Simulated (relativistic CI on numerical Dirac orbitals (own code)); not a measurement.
## Hyperfine structure of Cd³⁸⁺, mass number 113

Method of calculation: Dirac-Coulomb-Breit CI, separate exchange-only KLI orbitals for each configuration, model QED (radiative potential, 1s self-energy scaled to tabulated hydrogen-like ionisation energies), unscaled Slater integrals (own radial code, finite nucleus).

Configuration list (outside the closed core 1s2): 2s2 2p6, 2s2 2p5 3s, 2s2 2p5 3p, 2s2 2p5 3d, 2s 2p6 3s, 2s 2p6 3p, 2s 2p6 3d, 2s2 2p5 4s, 2s2 2p5 4p, 2s2 2p5 4d, 2s2 2p5 4f, 2s 2p6 4s, 2s 2p6 4p, 2s2 2p4 3s2, 2s 2p6 4d, 2s 2p6 4f. Levels of other configurations are missing.

Nuclear spin I = 1/2, μ = -0.6213 μN (tables of Stone and Pyykkö). The electronic factors are computed for point nuclear moments, without core polarisation or the Bohr-Weisskopf and QED corrections.

```
           Level  E (10³ cm⁻¹)  A (GHz)
2s2 2p5 3s 3P°_2       26056.2   -501.8
2s2 2p5 3s 1P°_1       26094.8    12.13
 2s2 2p5 3p 3D_2       26708.4   -282.9
 2s2 2p5 3p 3D_3       27101.5   -154.5
 2s2 2p5 3p 1P_1       27102.0   -161.6
 2s2 2p5 3p 3P_2       27158.9   -154.1
2s2 2p5 3s 3P°_1       27668.3    -1385
2s2 2p5 3d 3P°_1       27882.2   -106.1
```

Levels with J = 0, under 50 % of one LS term, or S terms without an open s electron are left out. Small factors come from cancelling terms and can be off by tens of per cent or more.

At this charge energies of transitions that change n are usually good to better than 1 %, and those within a shell (Δn = 0) to a few per cent.

**Question.** Give the hyperfine levels of 2s2 2p5 3s 3P°_2 relative to its centre of gravity.

**Answer.** With K = F(F + 1) − I(I + 1) − J(J + 1), E = AK/2: F = 3/2: 752.7, F = 5/2: -501.8 GHz.

LS names give the leading component of a level, which can be under half, so a name can repeat, a term be missing and a line seem to break the LS rules.
